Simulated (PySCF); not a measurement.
Question: Give a PBE0-D3(BJ)/def2-SVP geometry of `[SiH3]/C=C/[SiH2]Br`.

Answer: 
```
atom  x, y, z in Å
Si1   -1.4551   -0.1153   -0.2928
C2     0.3882   -0.3551   -0.5353
C3     1.3149   -0.0586    0.3907
Si4    3.1559   -0.2963    0.1835
Br5    3.5543   -1.3196   -1.7575
H6    -1.6988    0.4681    1.0607
H7    -2.0060    0.7987   -1.3399
H8    -2.1657   -1.4260   -0.4077
H9     0.7326   -0.7685   -1.4951
H10    0.9898    0.3602    1.3560
H11    3.7116   -1.1488    1.2729
H12    3.8760    1.0099    0.1764
```

Orientation and origin are arbitrary. Atoms count from 1 in this order. Si4 (SiH2 silicon) is tetrahedral (angles from 107.9° to 111.4°). Of the pairs four or more bonds apart, Br5···H9 is among the closest relative to their van der Waals radii: 2.89 Å, 95 % of the sum of Bondi's values. Si1 (SiH3 silicon) is tetrahedral (angles from 107.9° to 110.5°).

Bonds between heavy atoms (Å): Si1–C2 1.875, C2=C3 1.343, C3–Si4 1.868, Si4–Br5 2.230.

Computed with PBE0-D3(BJ)/def2-SVP geometry optimisation, gas phase (PySCF).

Point group: near Cs, missed by 0.24 Å at most; the miss may be what the optimiser left on a soft mode. PBE0-D3(BJ)/def2-SVP frequencies: not computed here. One conformer, not necessarily the lowest (C2–C3–Si4–Br5 -5°).

Hardware: an Arm Neoverse N1 with one thread, shared host with 64 logical CPUs at a one-minute load of 61. Cost: 2.9 min of wall time, 0.55 GiB resident at most. These figures are those of the optimisation.
